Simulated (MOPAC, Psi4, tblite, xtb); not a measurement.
Dimer H6B3N3 ··· Cl- (SMILES B1NBNBN1 and [Cl-]) (charge -1) at R = 4.58 Å between the centres of mass, closest contact 2.16 Å (lowest of the rigid-body minima from ten starts at GFN2-xTB). Geometry in Å and degrees:

```
N
H 1 1.0068
B 1 1.4276 2 118.54
N 3 1.4276 1 117.06 2 179.99
H 4 1.0068 3 118.53 1 -180.00
B 4 1.4276 5 118.53 3 179.98
N 6 1.4275 4 117.04 5 -179.99
H 7 1.0068 6 118.53 4 -179.99
B 7 1.4276 8 118.52 6 -179.98
H 3 1.1924 1 121.47 2 -0.01
H 6 1.1925 7 121.48 8 0.01
H 9 1.1925 7 121.47 8 0.00
Cl 2 2.1637 9 143.40 12 0.02
```

- GFN2-xTB (tblite)
- SAPT0/jun-cc-pVDZ, frozen core (Psi4)
- HF/aug-cc-pVDZ, counterpoise-corrected (Psi4)
- MP2/aug-cc-pVDZ = DF-MP2/aug-cc-pVDZ, frozen core, counterpoise-corrected (Psi4 1.11)
- SCS-MP2/aug-cc-pVDZ = DF-SCS-MP2/aug-cc-pVDZ, frozen core, counterpoise-corrected (Psi4)
- PM6, restricted, heats of formation (MOPAC)
- PM3, restricted, heats of formation (MOPAC)
- GFN1-xTB (xtb)

Question: What interaction energy does each level give?

Answer: 
```
method               E_int / kcal/mol
-------------------  ----------------
MP2/aug-cc-pVDZ                -11.26
SCS-MP2/aug-cc-pVDZ            -10.07
SAPT0/jun-cc-pVDZ               -9.45
PM3                             -8.98
PM6                             -8.07
HF/aug-cc-pVDZ                  -6.85
GFN1-xTB                        -6.35
GFN2-xTB                        -5.87
```
